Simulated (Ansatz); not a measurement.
Input file for Ansatz (a program for electronic structure): R-BLYP/def2-TZVPPD on ClFH2 (a complex). Files ending in .json are basis or fitting sets from the Basis Set Exchange.

Ansatz 0.2 input:
```yaml
crystal:
  periodic: [false, false, false]
  atoms:
    - {symbol: F, position_ang: [-0.01249353, -0.08389304, -0.13913820]}
    - {symbol: H, position_ang: [0.15444039, 0.13382320, 0.75090877]}
    - {symbol: Cl, position_ang: [-0.02566993, 0.48084549, 3.00737593]}
    - {symbol: H, position_ang: [-1.24033412, 0.06343494, 2.98855070]}
basis:
  gaussian:
    orbitals: def2-TZVPPD.json
hamiltonian:
  xc: {name: BLYP}
scf: {lower_state_search: off}
```

**Question.** Predict the final total energy.

**Answer.** -561.3049 hartree.
